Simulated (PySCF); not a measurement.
Electron correlation in P²⁺ (phosphorus, charge +2)

[Ne] 3s1 3p1 3d1, one real determinant (an excited configuration). Computed with PySCF 2.14 in aug-cc-pVTZ-DK (6s5p3d2f, 50 functions), with scalar relativity by spin-free X2C-1e. Frozen: [Ne]; 3 electrons correlated.

```tsv
level	correlation energy (mhartree)
CCSD	-57.50
(T)	-10.43
CCSD(T)	-67.93
```

Diagnostics: T1 = 0.032, D1 = 0.0732, largest double amplitude 0.800.

The real determinant used has ⟨L²⟩ near 8 against 12 for a pure F term, so it mixes terms. The outer electron is Rydberg-like, and this basis confines it to a smaller radius and binds it less than a complete one would. T1 exceeds 0.03, a sign that the reference determinant is poor. A double-excitation amplitude exceeds 0.15, a sign of near-degeneracy.

Cost of the coupled-cluster step: about 1.2 core-seconds, for 3 correlated electrons.

The reference is one real determinant that mixes LS terms of this configuration.
